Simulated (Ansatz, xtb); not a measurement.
# Two isomers of C4H8OSi

Structure I: `C=C(O)/C=C/[SiH3]`, a singlet. Structure II: `C=C/C(O)=C\[SiH3]`, a singlet. Both are isolated molecules in the gas phase, relaxed with B3LYP-D3(BJ)/def2-SVP; the shapes shown needn't be the lowest conformers.

I (Å):

```xyz
14

C    -1.5129    1.4600    1.3436
C    -0.4481    1.4545    0.5155
C     0.2346    0.2164    0.1275
C     1.3005    0.1567   -0.6943
O     0.0930    2.5726   -0.0349
Si    2.1514   -1.4346   -1.1718
H    -1.8969    0.5249    1.7507
H    -2.0173    2.3872    1.6289
H    -0.4036    3.3464    0.2622
H    -0.1904   -0.6941    0.5630
H     1.6732    1.1075   -1.0938
H     3.5863   -1.4214   -0.7555
H     1.4614   -2.5795   -0.5076
H     2.1187   -1.6369   -2.6519
```

II (Å):

```xyz
14

C    -1.8510    1.4473   -0.1009
C    -0.6741    0.8431   -0.3154
C     0.3540    0.6516    0.7126
C     1.5408    0.0333    0.4838
O    -0.0042    1.1574    1.9194
Si    2.1252   -0.6951   -1.1292
H    -2.5803    1.5623   -0.9059
H    -2.1099    1.8397    0.8848
H    -0.4329    0.4568   -1.3096
H     0.7108    1.0000    2.5509
H     2.2264   -0.0491    1.3381
H     3.5208   -1.1857   -0.9378
H     2.1235    0.3053   -2.2402
H     1.2819   -1.8453   -1.5797
```

**Question.** Estimate which is lower in electronic energy at CCSD(T)/def2-SVP + ΔMP2/def2-TZVPP, and by roughly how much.

**Answer.** Too close to call at this level: CCSD(T)/def2-SVP + ΔMP2/def2-TZVPP gives E(II) − E(I) = −0.40 kcal/mol.

How the difference moves with the method:

| level | geometry | E(II) − E(I) (kcal/mol) | departure from the last row (kcal/mol) | job, with rough time for the two |
| --- | --- | --- | --- | --- |
| GFN2-xTB | GFN2-xTB | −0.75 | −0.34 | optimisation, 0.17 s |
| HF/STO-3G | GFN2-xTB | +1.23 | +1.63 | single point, 0.46 s |
| r2SCAN-D4/def2-SVP | GFN2-xTB | −0.74 | −0.34 | single point, 3.3 s |
| B3LYP-D3(BJ)/def2-SVP | B3LYP-D3(BJ)/def2-SVP | −0.59 | −0.19 | optimisation, 33 s |
| HF/def2-SVP | B3LYP-D3(BJ)/def2-SVP | −0.10 | +0.31 | part of the CCSD(T) run |
| MP2/def2-SVP | B3LYP-D3(BJ)/def2-SVP | −0.47 | −0.07 | part of the CCSD(T) run |
| CCSD(T)/def2-SVP | B3LYP-D3(BJ)/def2-SVP | −0.40 | 0.00 | single point |
| CCSD(T)/def2-SVP + ΔMP2/def2-TZVPP | B3LYP-D3(BJ)/def2-SVP | −0.40 |  | single point, 44 s |

As drawn, both hold the same kinds of bond in the same numbers.

The largest departure from CCSD(T)/def2-SVP + ΔMP2/def2-TZVPP is that of HF/STO-3G, 1.63 kcal/mol. The last row adds to CCSD(T) the change of the MP2 difference between the two basis sets, here 0.00 kcal/mol.

With thermal terms from frequencies at re-optimised GFN2-xTB minima (ideal gas, soft modes damped towards free rotors, one conformer each, 298.15 K, 1 atm): on the last row, ΔE + ΔZPE = −0.31, ΔH = −0.38, ΔG = −0.11 kcal/mol.

The correlated steps freeze 10 core orbitals. Programs: Ansatz 0.2.0, xtb 6.7.1; the last row on 2 threads of Intel(R) Xeon(R) 6975P-C (Granite Rapids) on a shared host.
